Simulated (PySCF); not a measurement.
This PySCF input asks for the NMR shieldings of `[N+]([BH2-]SC)(C)(C)C`, C4H14BNS; the geometry comes from GFN2-xTB.

```python
import basis_set_exchange as bse
import numpy as np
from pyscf import gto, dft
from pyscf.prop import nmr

atoms = """
C     3.017576    0.126604    0.580633
S     1.806849   -1.165075    0.152663
B     0.228108   -0.500766    0.993133
N    -0.813765   -0.041010   -0.205722
C    -0.185020    0.949170   -1.079369
C    -1.187871   -1.208579   -1.004809
C    -2.007594    0.537336    0.407233
H     2.711988    1.082860    0.163677
H     3.092585    0.197013    1.661988
H     3.972025   -0.173704    0.159710
H    -0.317785   -1.367737    1.588121
H     0.479750    0.466267    1.629750
H     0.098152    1.823245   -0.496161
H    -0.867406    1.253340   -1.876820
H     0.712002    0.512105   -1.515922
H    -1.843925   -0.919759   -1.829556
H    -0.283785   -1.670946   -1.397712
H    -1.696456   -1.934020   -0.374128
H    -1.729683    1.411335    0.992380
H    -2.459843   -0.189850    1.077733
H    -2.734824    0.829115   -0.354914
"""
names = dict.fromkeys(["C", "S", "B", "N", "H"], "pcSseg-1")
basis = {el: gto.basis.parse(bse.get_basis(n, elements=[el], fmt="nwchem")) for el, n in names.items()}
mol = gto.M(atom=atoms, basis=basis, charge=0, verbose=0)
mf = dft.RKS(mol, xc="PBE0")
mf.grids.level = 2
mf.grids.alignment = dft.numint.BLKSIZE   # the property module wants whole blocks of grid points
mf.conv_tol = 1e-9
mf.kernel()

calc = nmr.RKS(mf)   # GIAO
C = mf.mo_coeff
Co = C[:, mf.mo_occ > 0]
resp = mf.gen_response(singlet=True, hermi=2)
def vind(x):   # induced exchange potential for any number of trial vectors
    d = np.einsum("pi,xij,qj->xpq", C, 2 * x.reshape(-1, C.shape[1], Co.shape[1]), Co, optimize=True)
    return np.einsum("xpq,pi,qj->xij", resp(d - d.transpose(0, 2, 1)), C, Co, optimize=True).ravel()
mo1, _ = nmr.rhf.solve_mo1(calc, with_cphf=vind)
sigma = calc.kernel(mo1)
for i, s in enumerate(sigma):   # ppm
    print("%2d %-2s %9.2f" % (i, mol.atom_pure_symbol(i), np.trace(s) / 3))
```

Question: What does it print?

Answer: 
```
 0 C     165.04
 1 S     662.74
 2 B     104.97
 3 N     210.03
 4 C     138.86
 5 C     137.34
 6 C     135.44
 7 H      29.80
 8 H      29.52
 9 H      29.91
10 H      28.83
11 H      29.36
12 H      29.59
13 H      30.10
14 H      27.27
15 H      30.07
16 H      28.14
17 H      29.59
18 H      29.13
19 H      29.03
20 H      29.43
```

These numbers come from an equivalent density-fitted implementation of the same equations, which agrees with the script to about 0.01 ppm for H and up to a few tenths of a ppm for heavy atoms, so last digits may differ.

Size and cost of the density-fitted run: 196 basis functions, 38 s wall time on 1 thread of an Arm Neoverse V2, shared host; peak memory 0.87 GiB.
